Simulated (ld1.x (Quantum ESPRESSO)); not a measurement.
**What one change does to a pseudopotential (bismuth, TM)**

bismuth, norm-conserving Troullier–Martins (Kleinman–Bylander form), made with ld1.x (Quantum ESPRESSO) 7.5 (PBEsol, scalar-relativistic). Core [Xe] 4f14 5d10, reference 6s2 6p2 (charge +1). Waves: 6s (bound): rc 1.85 bohr; 6p (bound): rc 1.90 bohr; 6d channel at 0.1 Ry: rc 1.55 bohr. Local part: all-electron potential smoothed inside 1.20 bohr (lloc = -1). Core correction: a·sin(br)/r model core inside 1.40 bohr.

All-electron outer shells of the reference configuration (PBEsol, scalar-relativistic, ld1.x):

| shell | level (eV) | outermost node (bohr) | outermost maximum (bohr) |
| --- | --- | --- | --- |
| 6s | -22.19 | 0.98 | 1.86 |
| 6p | -11.48 | 1.14 | 2.35 |

Change: local potential all-electron potential smoothed inside 2.20 bohr (lloc = -1).

Cutoffs: the cutoffs (Ry, on a coarse ladder) from which the occupation-weighted sum of valence levels, in a spherical-Bessel basis at the reference potential, stays within 10 and 1 mRy of its value at 400 Ry; they do not see the model core or the augmentation charge, which bear on the density cutoff. Errors are all-electron minus pseudo energies relative to the spin-unpolarised reference configuration.

Question: Predict the effect on cutoff, ghosts and configuration errors.

Answer: The potential gets neither clearly harder nor softer (30 Ry and 55 Ry → 30 Ry and 55 Ry); the bound ghosts move from d, p, s to d; of the 7 tests that both files solve, the error grows in 0 and shrinks in 2 by more than 15 % and 0.3 meV (median size 32.1 → 28.7 meV). In the separable form a ghost depends on how the local part lies against the semilocal potential of the channel, so the choice of the local part can create or remove one.

| quantity | base | changed |
| --- | --- | --- |
| cutoff, loose | 30 Ry | 30 Ry |
| cutoff, tight | 55 Ry | 55 Ry |
| loose cutoff by channel (10 mRy a level) | s 18 Ry, p 25 Ry | s 15 Ry, p 25 Ry |
| bound ghosts | s, p, d | d |
| error for 6s2 6p3, meV [ΔE -7.95 eV] | -3.8 | -0.9 |
| error for 6s2 6p1, meV [ΔE 15.29 eV] | -32 | -29 |
| error for 6s2 6p0, meV [ΔE 38.65 eV] | -174 | -169 |
| error for 6s2 6p3.3, meV [ΔE -9.05 eV] | -5.5 | -1.2 |
| error for 6s0 6p5, meV [ΔE 12.63 eV] | -68 | -62 |
| error for 6s1 6p3, meV [ΔE 10.86 eV] | -28 | -24 |
| error for 6s1 6p0, meV [ΔE 84.13 eV] | -721 | -706 |

 A true bound ghost makes a file unfit for plane-wave use even where its test errors are small: the radial tests pick states by their node count and pass the ghost by.
